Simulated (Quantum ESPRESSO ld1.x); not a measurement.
The mean radii <r> (bohr) of the occupied orbitals of an atom or ion are listed with their occupations. Calculated with ld1.x of Quantum ESPRESSO 7.5: Dirac Kohn-Sham, relativistic LDA (MacDonald-Vosko exchange, VWN5 correlation), spin-unpolarised, spherical densities, point nucleus.

| orbital | occ. | <r> |
|---|---|---|
| 1s1/2 | 2 | 0.02413 |
| 2s1/2 | 2 | 0.09915 |
| 2p1/2 | 1 | 0.08254 |
| 2p3/2 | 2 | 0.08829 |

Name the element and its charge. Open shells, if any, are shared by 2j + 1.

Answer. Z = 59, praseodymium, charge +52: Pr52+ in [He] 2s2 2p3. The 1s radius gives Z: for a bare nucleus <r> = (2 gamma + 1)/(2Z) with gamma = sqrt(1 - (Z/c)^2), 0.02377 bohr for Z = 59, and screening makes it slightly larger (0.02413 here). The occupations add up to 7, and the charge is Z minus that.
